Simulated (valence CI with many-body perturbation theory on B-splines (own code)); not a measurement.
# E1 transitions of Sn+

Method: valence CI with perturbative core correlation (CI+MBPT): three valence electrons over a frozen Dirac-Fock core [Kr] 4d10, a basis of 11 s, 11 p, 9 d, 7 f, 5 g, 2 h, 1 i functions for each j, with the one-electron correlation potential Σ1 (screened to all orders), the two-electron term Σ2, the three-electron term Σ3, Breit, model QED; selected single and double excitations, second order for the rest (own B-spline code, finite nucleus).

Set against measurement, 15 paired levels are off by 128 cm⁻¹ on average, the worst by 354. These come from a selection out of the NIST Handbook of Basic Atomic Spectroscopic Data. Levels without a partner in it may be off by more.

Lines 51 to 82 of 82 in falling wavelength, among levels below 98812 cm⁻¹, chosen from the strongest by gf and those to the six lowest levels. Wavelengths and rates use the calculated energies, so an error of 100 cm⁻¹ moves a line at 2424 Å by 0.24 % and its rate by three times that or more. Electric multipoles are in the length gauge, E1 and E2 with the static RPA response of the core. Weak lines are less certain than strong ones. Lines between different terms over intervals too small for the method are left out, as are lines whose strength nearly cancels. The highest levels of a list are the least certain.

Names give the largest LS component (configuration and term), which can be under half, so a name can repeat, a term be missing and a line seem to break the LS rules; names also repeat where a configuration has a term twice.

| λ vac (Å) | λ from measured levels | Upper | Lower | A (s⁻¹) | S (a.u.) with core polarisation | S without |
| --- | --- | --- | --- | --- | --- | --- |
| 2424 | 2443 | 4f 5s2 2F°_5/2 | 5s 5p2 4P_3/2 | 3.77e+05 | 1.59e-02 | 1.65e-02 |
| 2406 |  | 5s2 7p 2P°_3/2 | 5s 5p2 4P_5/2 | 6.27e+05 | 1.72e-02 | 1.65e-02 |
| 2389 | 2369 | 5s 5p2 4P_1/2 | 5s2 5p 2P°_3/2 | 8.53e+05 | 1.15e-02 | 1.54e-02 |
| 2295 |  | 5s2 7p 2P°_1/2 | 5s 5p2 4P_3/2 | 1.23e+05 | 1.46e-03 | 1.42e-03 |
| 2285 | 2267 | 5s 5p2 4P_3/2 | 5s2 5p 2P°_3/2 | 3.82e+05 | 8.99e-03 | 1.30e-02 |
| 2277 |  | 5s2 7p 2P°_3/2 | 5s 5p2 4P_3/2 | 1.63e+01 | 3.80e-07 | 1.21e-06 |
| 2199 |  | 5s2 7p 2P°_1/2 | 5s 5p2 4P_1/2 | 4.47e+03 | 4.69e-05 | 4.64e-05 |
| 2182 |  | 5s2 7p 2P°_3/2 | 5s 5p2 4P_1/2 | 1.57e+04 | 3.21e-04 | 3.21e-04 |
| 2169 | 2152 | 5s 5p2 4P_1/2 | 5s2 5p 2P°_1/2 | 2.41e+06 | 2.43e-02 | 3.28e-02 |
| 2168 | 2152 | 5s 5p2 4P_5/2 | 5s2 5p 2P°_3/2 | 5.82e+05 | 1.76e-02 | 3.15e-02 |
| 2083 | 2067 | 5s 5p2 4P_3/2 | 5s2 5p 2P°_1/2 | 5.46e+03 | 9.74e-05 | 2.19e-04 |
| 1892 | 1900 | 5s2 6s 2S_1/2 | 5s2 5p 2P°_3/2 | 5.52e+08 | 3.69e+00 | 3.55e+00 |
| 1839 | 1832 | 5s 5p2 2D_3/2 | 5s2 5p 2P°_3/2 | 1.54e+07 | 1.90e-01 | 1.85e-01 |
| 1818 | 1811 | 5s 5p2 2D_5/2 | 5s2 5p 2P°_3/2 | 3.70e+07 | 6.58e-01 | 5.07e-01 |
| 1751 | 1758 | 5s2 6s 2S_1/2 | 5s2 5p 2P°_1/2 | 3.05e+08 | 1.62e+00 | 1.55e+00 |
| 1706 | 1699 | 5s 5p2 2D_3/2 | 5s2 5p 2P°_1/2 | 9.30e+06 | 9.12e-02 | 4.43e-02 |
| 1489 | 1489 | 5s2 5d 2D_3/2 | 5s2 5p 2P°_3/2 | 1.67e+08 | 1.09e+00 | 1.19e+00 |
| 1475 | 1475 | 5s2 5d 2D_5/2 | 5s2 5p 2P°_3/2 | 2.04e+09 | 1.94e+01 | 2.24e+01 |
| 1400 | 1400 | 5s2 5d 2D_3/2 | 5s2 5p 2P°_1/2 | 2.13e+09 | 1.16e+01 | 1.34e+01 |
| 1398 |  | 5s 5p2 2S_1/2 | 5s2 5p 2P°_3/2 | 3.71e+06 | 1.00e-02 | 1.29e-02 |
| 1319 |  | 5s 5p2 2S_1/2 | 5s2 5p 2P°_1/2 | 1.99e+09 | 4.50e+00 | 5.75e+00 |
| 1313 |  | 5s 5p2 2P_1/2 | 5s2 5p 2P°_3/2 | 1.86e+09 | 4.15e+00 | 5.30e+00 |
| 1288 |  | 5s 5p2 2P_3/2 | 5s2 5p 2P°_3/2 | 3.10e+09 | 1.31e+01 | 1.66e+01 |
| 1243 |  | 5s 5p2 2P_1/2 | 5s2 5p 2P°_1/2 | 7.24e+08 | 1.37e+00 | 1.73e+00 |
| 1224 |  | 5s2 7s 2S_1/2 | 5s2 5p 2P°_3/2 | 2.76e+08 | 5.00e-01 | 5.02e-01 |
| 1221 |  | 5s 5p2 2P_3/2 | 5s2 5p 2P°_1/2 | 4.18e+08 | 1.50e+00 | 1.94e+00 |
| 1164 |  | 5s2 7s 2S_1/2 | 5s2 5p 2P°_1/2 | 7.98e+07 | 1.24e-01 | 1.12e-01 |
| 1163 | 1163 | 5s2 6d 2D_3/2 | 5s2 5p 2P°_3/2 | 1.32e+08 | 4.10e-01 | 4.98e-01 |
| 1161 | 1161 | 5s2 6d 2D_5/2 | 5s2 5p 2P°_3/2 | 5.32e+08 | 2.46e+00 | 2.97e+00 |
| 1108 | 1108 | 5s2 6d 2D_3/2 | 5s2 5p 2P°_1/2 | 4.58e+08 | 1.23e+00 | 1.48e+00 |
| 1065 |  | 5s2 8s 2S_1/2 | 5s2 5p 2P°_3/2 | 1.07e+08 | 1.28e-01 | 1.24e-01 |
| 1019 |  | 5s2 8s 2S_1/2 | 5s2 5p 2P°_1/2 | 4.64e+07 | 4.84e-02 | 4.49e-02 |
